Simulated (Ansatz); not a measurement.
Consider the cleavage of the Si–Si bond: `C[SiH](C)[SiH2]Cl` + CH₃OH → `CO[SiH2]Cl` + `C[SiH2]C`.

Calculated with Ansatz (gas phase, PBE0-D4/def2-TZVP geometries, no zero-point term in ΔE). CCSD(T)/CBS is the MP2 limit (def2-TZVPP, def2-QZVPP) plus CCSD(T) − MP2 in def2-TZVPP, frozen cores. This one scheme is used for every species. One conformer a species, not always the lowest.

```tsv
species	CCSD(T)/def2-TZVPP energy (Eh)
`C[SiH](C)[SiH2]Cl`	-1119.38452
CH₃OH	-115.55534
`CO[SiH2]Cl`	-865.03531
`C[SiH2]C`	-369.94561
```

Problem. Work out ΔE.

Solution. ΔE = (-865.03531) + (-369.94561) − (-1119.38452) − (-115.55534) = -0.04106 Eh = -25.8 kcal/mol. CCSD(T)/CBS gives -25.4 kcal/mol.

Largest T1 diagnostic among the species: 0.010.

From PBE to PBE0 (25 % exact exchange), in def2-TZVPP and without D4, ΔE moves by −1.4 kcal/mol. In def2-TZVPP, CCSD(T) changes the Hartree–Fock value by +5.5 kcal/mol (the triples alone add +0.7 kcal/mol) and MP2 by +4.0 kcal/mol.
